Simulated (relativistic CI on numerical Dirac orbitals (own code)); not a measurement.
# Crystal-field levels of Au⁴⁺, 5d7

Calculated by Dirac-Coulomb-Breit CI, separate exchange-only KLI orbitals for each configuration, model QED, valence Slater integrals scaled by 0.8, one configuration in a parametric crystal field (own radial code).

Field parameters in Wybourne normalisation: D3d B²₀ = −7Dσ, B⁴₀ = −14Dq − 21Dτ, B⁴₃ = −14√(10/7) Dq. The field is a parameter set, without covalency.

S and J are read from ⟨S²⟩ = S(S + 1) and ⟨J²⟩ = J(J + 1) of each level; they are not fictitious spins.

D3d, 10Dq = 27600, Dσ = -1200, Dτ = -40 cm⁻¹, the lowest 16 levels:

| E (cm⁻¹) | Degeneracy | Irrep | S | J |
| --- | --- | --- | --- | --- |
| 0.0 | 2 | Γ4 | 0.71 | 3.87 |
| 258 | 2 | Γ5+Γ6 | 0.75 | 3.91 |
| 9394 | 2 | Γ4 | 1.46 | 4.25 |
| 11749 | 2 | Γ5+Γ6 | 1.39 | 3.93 |
| 12568 | 2 | Γ4 | 1.39 | 4.03 |
| 19654 | 2 | Γ4 | 1.45 | 3.14 |
| 21085 | 2 | Γ5+Γ6 | 1.37 | 3.67 |
| 22049 | 2 | Γ4 | 1.41 | 3.46 |
| 23337 | 2 | Γ5+Γ6 | 0.70 | 3.58 |
| 23359 | 2 | Γ4 | 0.69 | 3.60 |
| 28772 | 2 | Γ4 | 0.67 | 4.20 |
| 29144 | 2 | Γ4 | 0.67 | 3.87 |
| 30828 | 2 | Γ5+Γ6 | 0.67 | 4.24 |
| 32320 | 2 | Γ4 | 0.66 | 4.60 |
| 32987 | 2 | Γ5+Γ6 | 0.77 | 3.11 |
| 34744 | 2 | Γ4 | 0.77 | 3.24 |

Principal g values of the ground doublet: 0.70, 0.70, 2.35.

D3d, 10Dq = 27600, Dσ = -980, Dτ = -40 cm⁻¹, the lowest 16 levels:

```tsv
E (cm⁻¹)	Degeneracy	Irrep	S	J
0.0	2	Γ4	0.71	3.88
209	2	Γ5+Γ6	0.74	3.91
9362	2	Γ4	1.46	4.26
11761	2	Γ5+Γ6	1.39	3.94
12437	2	Γ4	1.39	4.02
19696	2	Γ4	1.46	3.11
21038	2	Γ5+Γ6	1.37	3.66
21802	2	Γ4	1.40	3.48
23314	2	Γ5+Γ6	0.70	3.58
23326	2	Γ4	0.69	3.60
28935	2	Γ4	0.67	3.95
29207	2	Γ4	0.67	4.10
30684	2	Γ5+Γ6	0.66	4.25
32092	2	Γ4	0.66	4.63
33029	2	Γ5+Γ6	0.77	3.10
34505	2	Γ4	0.77	3.23
```

Principal g values of the ground doublet: 0.67, 0.67, 2.44.

D3d, 10Dq = 27600, Dσ = -760, Dτ = -40 cm⁻¹, the lowest 10 levels:

```json
{"E (cm⁻¹)": "0.0", "Degeneracy": "2", "Irrep": "Γ4", "S": "0.71", "J": "3.88"}
{"E (cm⁻¹)": "156", "Degeneracy": "2", "Irrep": "Γ5+Γ6", "S": "0.74", "J": "3.91"}
{"E (cm⁻¹)": "9329", "Degeneracy": "2", "Irrep": "Γ4", "S": "1.46", "J": "4.27"}
{"E (cm⁻¹)": "11775", "Degeneracy": "2", "Irrep": "Γ5+Γ6", "S": "1.39", "J": "3.95"}
{"E (cm⁻¹)": "12316", "Degeneracy": "2", "Irrep": "Γ4", "S": "1.39", "J": "4.01"}
{"E (cm⁻¹)": "19743", "Degeneracy": "2", "Irrep": "Γ4", "S": "1.46", "J": "3.07"}
{"E (cm⁻¹)": "21002", "Degeneracy": "2", "Irrep": "Γ5+Γ6", "S": "1.37", "J": "3.65"}
{"E (cm⁻¹)": "21572", "Degeneracy": "2", "Irrep": "Γ4", "S": "1.40", "J": "3.51"}
{"E (cm⁻¹)": "23289", "Degeneracy": "2", "Irrep": "Γ5+Γ6", "S": "0.69", "J": "3.59"}
{"E (cm⁻¹)": "23292", "Degeneracy": "2", "Irrep": "Γ4", "S": "0.69", "J": "3.60"}
```

Principal g values of the ground doublet: 0.63, 0.63, 2.53.

D3d, 10Dq = 27600, Dσ = -550, Dτ = -40 cm⁻¹, the lowest 10 levels:

```tsv
E (cm⁻¹)	Degeneracy	Irrep	S	J
0.0	2	Γ4	0.71	3.89
102	2	Γ5+Γ6	0.73	3.91
9299	2	Γ4	1.46	4.28
11789	2	Γ5+Γ6	1.39	3.96
12210	2	Γ4	1.39	4.00
19787	2	Γ4	1.47	3.03
20978	2	Γ5+Γ6	1.37	3.64
21370	2	Γ4	1.39	3.54
23261	2	Γ4	0.69	3.60
23263	2	Γ5+Γ6	0.69	3.59
```

Principal g values of the ground doublet: 0.60, 0.60, 2.62.

D3d, 10Dq = 27600, Dσ = -330, Dτ = -40 cm⁻¹, the lowest 16 levels:

| E (cm⁻¹) | Degeneracy | Irrep | S | J |
| --- | --- | --- | --- | --- |
| 0.0 | 2 | Γ4 | 0.72 | 3.89 |
| 41.5 | 2 | Γ5+Γ6 | 0.73 | 3.91 |
| 9268 | 2 | Γ4 | 1.46 | 4.28 |
| 11806 | 2 | Γ5+Γ6 | 1.39 | 3.97 |
| 12109 | 2 | Γ4 | 1.39 | 3.99 |
| 19825 | 2 | Γ4 | 1.48 | 2.99 |
| 20962 | 2 | Γ5+Γ6 | 1.38 | 3.63 |
| 21186 | 2 | Γ4 | 1.39 | 3.58 |
| 23230 | 2 | Γ4 | 0.69 | 3.60 |
| 23235 | 2 | Γ5+Γ6 | 0.69 | 3.59 |
| 29009 | 2 | Γ4 | 0.67 | 3.68 |
| 29709 | 2 | Γ4 | 0.66 | 4.28 |
| 30261 | 2 | Γ5+Γ6 | 0.66 | 4.25 |
| 31538 | 2 | Γ4 | 0.65 | 4.72 |
| 33264 | 2 | Γ5+Γ6 | 0.77 | 3.12 |
| 33831 | 2 | Γ4 | 0.76 | 3.17 |

Principal g values of the ground doublet: 0.57, 0.57, 2.70.

The free-ion ground term has S = 3/2. The field overcomes the spin-pairing energy for D3d, 10Dq = 27600, Dσ = -1200, Dτ = -40 cm⁻¹; D3d, 10Dq = 27600, Dσ = -980, Dτ = -40 cm⁻¹; D3d, 10Dq = 27600, Dσ = -760, Dτ = -40 cm⁻¹; D3d, 10Dq = 27600, Dσ = -550, Dτ = -40 cm⁻¹; D3d, 10Dq = 27600, Dσ = -330, Dτ = -40 cm⁻¹, where the ground state has lower spin; these fields are assumed values.

Levels of this model without a field, named by their leading LS term (the scale mimics covalency, so terms lie below those of the real free ion): ⁴F9/2 0, ²P3/2 10853, ⁴F7/2 11399, ⁴F5/2 12109, ⁴F3/2 18658, ⁴P5/2 20091, ²G9/2 20199, ⁴P1/2 23613 cm⁻¹.
